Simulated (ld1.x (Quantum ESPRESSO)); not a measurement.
# What one change does to a pseudopotential (K (Z = 19), TM)

```json
{
  "Element": "potassium",
  "Generator": "ld1.x (Quantum ESPRESSO) 7.5",
  "Type": "norm-conserving Troullier–Martins (Kleinman–Bylander form)",
  "Functional": "PBE",
  "Relativity": "scalar-relativistic",
  "Frozen core": "[Ar]",
  "Valence charge": "1",
  "Reference configuration": "4s1 4p0",
  "Partial waves": "4s (bound): rc 3.45 bohr; 4p (bound, empty): rc 4.20 bohr; 3d channel at 0.1 Ry: rc 4.20 bohr",
  "Local potential": "the d channel",
  "Core correction": "a·sin(br)/r model core inside 3.25 bohr"
}
```

Change: wave 3d channel at 0.1 Ry: rc 4.20 bohr becomes 3d channel at 0.1 Ry: rc 2.98 bohr.

Cutoffs: the cutoffs (Ry, on a coarse ladder) from which the occupation-weighted sum of valence levels, in a spherical-Bessel basis at the reference potential, stays within 10 and 1 mRy of its value at 400 Ry; they do not see the model core or the augmentation charge, which bear on the density cutoff. Errors are all-electron minus pseudo energies relative to the spin-unpolarised reference configuration.

**Question.** What does the change do?

**Answer.** Both files are so soft that the ladder of cutoffs tells neither apart; the bound ghosts move from s to p, s; the number of tests that count goes from 2 to 1; the range in which the p phases agree widens (upper end 0.6 → 1.8).

| quantity | base | changed |
| --- | --- | --- |
| cutoff, loose | 6 Ry | 6 Ry |
| cutoff, tight | 6 Ry | 6 Ry |
| bound ghosts | s | s, p |
| tests counted (converged, no solver errors) | 2 of 2 | 1 of 2 |
| error for 4s0.5 4p0, meV [ΔE 1.64 eV] | +4.6 | +5.4 |
| s: phases at 4.54 bohr within 0.05 rad from the reference energy up to (Ry; the scan ends near 5) | 1.0 | 0.9 |
| p: phases at 4.54 bohr within 0.05 rad from the reference energy up to (Ry; the scan ends near 5) | 0.6 | 1.8 |
| d: phases at 4.54 bohr within 0.05 rad from the reference energy up to (Ry; the scan ends near 5) | 0.3 | 0.6 |

Changed file: Tests not counted: 4s0 4p1 (solver errors, printed error -1.3 eV). A true bound ghost makes a file unfit for plane-wave use even where its test errors are small: the radial tests pick states by their node count and pass the ghost by. Where a test does run into it, the solver fails or the error is huge.
